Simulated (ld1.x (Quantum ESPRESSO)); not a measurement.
u(r) = r·R(r): atom against pseudo-atom (Au)

Columns: radius, all-electron u(r) and pseudo u(r) of the 5p shell (level -68.34 eV) of gold in the configuration [Kr] 4d10 4f14 5s2 5p6 5d10 6s0 6p0; PBE, scalar-relativistic, TM scheme, ld1.x (Quantum ESPRESSO) 7.5.

| r (bohr) | all-electron | pseudo |
| --- | --- | --- |
| 0.070 | 0.0316 | -0.0114 |
| 0.140 | -0.4111 | -0.0452 |
| 0.210 | -0.0016 | -0.1006 |
| 0.280 | 0.4700 | -0.1763 |
| 0.350 | 0.6089 | -0.2701 |
| 0.420 | 0.4465 | -0.3791 |
| 0.490 | 0.1279 | -0.4996 |
| 0.560 | -0.2258 | -0.6264 |
| 0.630 | -0.5436 | -0.7527 |
| 0.700 | -0.7943 | -0.8708 |
| 0.770 | -0.9703 | -0.9721 |
| 0.840 | -1.0778 | -1.0488 |
| 0.910 | -1.1280 | -1.0952 |
| 0.980 | -1.1330 | -1.1088 |
| 1.050 | -1.1049 | -1.0914 |
| 1.120 | -1.0540 | -1.0484 |
| 1.190 | -0.9886 | -0.9870 |
| 1.260 | -0.9149 | -0.9147 |
| 1.330 | -0.8379 | -0.8379 |
| 1.400 | -0.7608 | -0.7608 |
| 1.470 | -0.6860 | -0.6860 |
| 1.540 | -0.6150 | -0.6150 |
| 1.610 | -0.5488 | -0.5488 |
| 1.680 | -0.4877 | -0.4877 |
| 1.750 | -0.4320 | -0.4320 |
| 1.820 | -0.3815 | -0.3815 |

Question: How many radial nodes do the two functions have?

Answer: The all-electron 5p function has n − l − 1 = 3; the pseudo-wave has 0, since the states of the same l below it are removed with the core.

Question: At about which radius was the pseudo-wave matched?

Answer: 1.40 bohr. The columns agree to 0.0005 from 1.26 bohr on; several derivatives are matched, so the curves merge somewhat inside the radius.

Question: Where does each function peak?

Answer: Outermost all-electron maximum near 0.98 bohr, pseudo maximum near 0.98 bohr (to the table’s step).

Question: Is the pseudo-wave norm-conserving?

Answer: Yes: the TM scheme keeps the norm inside the radius equal to the all-electron one, which fixes the energy derivative of the logarithmic derivative at the level.
